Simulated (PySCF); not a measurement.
**From a computed spectrum to the compound**

A species of 5 atoms with charge 1 has these harmonic modes (PBE0, small Gaussian bases with core potentials, PySCF 2.14.0):

```tsv
cm⁻¹	km/mol	symmetry
53	1.2	a
147	0.1	a
199	58.0	b
302	8.2	a
330	4.7	b
375	12.3	a
376	122.5	b
2663	25.1	b
2663	0.0	a
```

Question: Which species is it, and in which structure?

Answer: [La(SH)2]+ (singlet):
```xyz
5

La    0.0000    0.0000   -0.5371
S     1.9780   -0.1137    1.1602
H     2.9457   -0.2082    0.2109
S    -1.9780    0.1137    1.1602
H    -2.9457    0.2082    0.2109
```
Ideal gas at 298.15 K and 1 bar: S = 346.3 J/(mol K), Cp = 83.7 J/(mol K), H − H(0 K) = 19.1 kJ/mol (rigid rotor, harmonic modes, spin degeneracy alone; the modes under 60 cm⁻¹ make these uncertain). 
 Other answers can fit too; this one was computed.
